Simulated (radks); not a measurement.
Results of a calculation; reference values are marked as such.
Charge is removed step by step from the 4d level of neutral technetium, starting from [Kr] 4d5 5s2. Code: a radial shooting solver on a logarithmic mesh with Libxc functionals. Model: scalar-relativistic Kohn-Sham, r2SCAN, spin-unpolarised, spherical densities, finite nucleus; meta-GGA in the generalised Kohn-Sham scheme; Fermi nuclear charge, rms radius 4.4112 fm.

removed (e)  E - E(0) (eV)  eigenvalue (eV)  E minus straight line (eV)
0                    0.000           -6.746                       0.000
0.125                0.917           -7.922                      -0.551
0.25                 1.982           -9.133                      -0.952
0.375                3.201          -10.377                      -1.200
0.5                  4.578          -11.654                      -1.290
0.625                6.116          -12.961                      -1.219
0.75                 7.820          -14.297                      -0.982
0.875                9.692          -15.661                      -0.577
1                   11.736          -17.053                       0.000

Removing the whole electron costs 11.736 eV by Delta-SCF, against 6.746 eV from minus the eigenvalue at the starting occupation. Slater's transition state (half an electron removed) gives 11.654 eV. Integrating minus the eigenvalue over the occupation (Janak's theorem) gives 11.736 eV. In this scalar-relativistic scheme the density is built from large components alone, so the theorem holds only approximately. The mean slope of the eigenvalue, de/dn, is 10.3 eV per electron.
